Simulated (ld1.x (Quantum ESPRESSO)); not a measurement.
**Which change was made? (Mo, TM)**

ld1.x (Quantum ESPRESSO) 7.5 input, shortened:

```
&input
   title='Mo', zed=42., rel=1, dft='PZ', iswitch=3,
   config='[Kr] 4d5 5s1 5p0'
 /
 &inputp
   pseudotype=2, tm=.true., lloc=2,
   nlcc=.false.
 /
3
5S  1  0   1.00   0.00  2.25  2.25  0.0
5P  2  1   0.00   0.00  3.80  3.80  0.0
4D  3  2   5.00   0.00  1.50  1.50  0.0
 &test
   configts(1)='4d5 5s1 5p0'
 /
```

Cutoffs, loose and tight: the cutoffs (Ry, on a coarse ladder) from which the occupation-weighted sum of valence levels, in a spherical-Bessel basis at the reference potential, stays within 10 and 1 mRy of its value at 400 Ry. They do not see the model core or the augmentation charge, which bear on the density cutoff. Test errors are all-electron minus pseudo excitation energies from the reference, over the configurations 4d5 5s0 5p0; 4d4 5s0 5p0; 4d3 5s0 5p0; 4d2 5s0 5p0; 4d5 5s0 5p1; 4d5 5s0.5 5p0; 4d5.5 5s0.5 5p0 (two spin-polarised tests are not counted in the largest error); variants that change the core or the reference have their own tests. The largest error is taken over the tests solved by every variant that gives reliable tests at all, those not shown here included: 4d2 5s0 5p0; 4d3 5s0 5p0; 4d4 5s0 5p0; 4d5 5s0 5p0; 4d5 5s0 5p1; 4d5 5s0.5 5p0.

The base gives: outcome: generated; cutoff, loose: 45 Ry; cutoff, tight: 55 Ry; bound ghosts: s, p; largest test error (meV): -74.

**Question.** After one change the result is: outcome: generated; cutoff, loose: 35 Ry; cutoff, tight: 45 Ry; bound ghosts: s, p; largest test error (meV): +31. Which change was it?
A. wave 4d (bound): rc 1.50 bohr becomes 4d (bound): rc 2.08 bohr
B. reference 4d5 5s0 5p0
C. all radii scaled by about 1.39 (s 3.12, p 5.28, d 2.08 bohr)

**Answer.** C. The others give: wave 4d (bound): rc 1.50 bohr becomes 4d (bound): rc 2.08 bohr → outcome: generated; cutoff, loose: 35 Ry; cutoff, tight: 45 Ry; bound ghosts: s, p; largest test error (meV): -61 | reference 4d5 5s0 5p0 → outcome: generated; cutoff, loose: 45 Ry; cutoff, tight: 55 Ry; bound ghosts: s, p; largest test error (meV): -211.
